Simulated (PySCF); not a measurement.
**Electric field gradients and quadrupole coupling constants**

Species: C4H5F3O.
Z-matrix (Å and degrees, GFN2-xTB geometry), rows numbered from 1:
```
O 
C   1  1.1952
C   2  1.5098  1  124.98
C   3  1.5289  2  112.09  1    14.79
C   4  1.5160  3  110.94  2    87.69
F   5  1.3403  4  111.91  3  -176.46
F   5  1.3377  4  113.33  3   -55.38
F   5  1.3469  4  111.76  3    64.43
H   2  1.1058  1  121.79  3  -177.89
H   3  1.0933  2  106.35  1  -105.51
H   3  1.0916  2  109.55  1   139.00
H   4  1.0930  3  109.54  2   -31.16
H   4  1.0902  3  111.84  2  -152.82
```

Field gradients from the PBE0/pcSseg-1 density (PySCF, non-relativistic), principal values in atomic units, ordered |Vxx| ≤ |Vyy| ≤ |Vzz|:

```tsv
atom	Vxx	Vyy	Vzz
O1	0.4012	1.6009	-2.0021
```

Q: Find the asymmetry η = (Vxx − Vyy)/Vzz and the couplings χ = eQV/h (234.96 MHz × Q in barn × V in au), with Q(17O) = −0.0256 b.

A: 
```
atom      environment  nucleus     η  χzz (MHz)  χxx (MHz)  χyy (MHz)
  O1  aldehyde oxygen      17O  0.60      12.04      -2.41      -9.63
```

The tensor is traceless: Vxx + Vyy + Vzz = 0.

Q: What is Vzz at O1 in SI units (1 au = 9.71736 × 10²¹ V/m²)?

A: -2.0021 au = -19.455 × 10²¹ V/m².

Q: And the gradient at the other heavy atoms, for which no coupling is worked out here?

A: 
```tsv
atom	environment	Vzz (au)	η
C2	aldehyde carbon	0.568	0.03
C3	sp3 carbon next to a carbonyl	0.067	0.27
C4	chain CH2 carbon	0.128	0.95
C5	CF3 carbon	-0.459	0.03
F6	fluorine of a CF3 group	2.900	0.05
F7	fluorine of a CF3 group	2.883	0.05
F8	fluorine of a CF3 group	2.869	0.05
```

Were the hydrogens deuterons (Q(2H) = 0.00286 b), χzz would run from 183 kHz (H9) to 203 kHz (H13 and H10).

Geometry: GFN2-xTB, one conformer, isolated molecule. GFN2-xTB bond lengths can be off by several hundredths of an ångström, more for odd bonds, and the gradients follow them. With so small a basis the couplings can be 20 % off.
